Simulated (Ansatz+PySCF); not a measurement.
Two shapes of singlet CuNH₃(+).

Shape 1:

```xyz
5

N     0.0000    0.0000   -1.4161
H     0.9449    0.0000   -1.8120
H    -0.4725    0.8183   -1.8120
H    -0.4725   -0.8183   -1.8120
Cu    0.0000    0.0000    0.5293
```

Shape 2:

```xyz
5

N     0.0159    0.0010   -1.3687
H     0.9606    0.0254   -1.7719
H    -0.4543    0.7736   -1.7992
H    -0.4830   -0.7785   -1.7837
Cu    0.0276    0.0350    0.5518
```

Basis set: def2-SVP (spherical functions). Correlated methods keep 6 orbitals frozen. Charge 1, multiplicity 1.

Computed with Ansatz (development build ahead of 0.2.0); each method stands on the lowest determinant of its kind that the runs found.

(1) Which shape is lower in energy, and by how much in each method?

Answers

(1)

```
             method  E(2) − E(1) (eV)
            RHF-MP2             0.050
           RHF-CCSD             0.056
           UHF-CCSD             0.056
        UHF-CCSD(T)             0.057
PBE0 (unrestricted)             0.044
```

Shape 1 is lower.
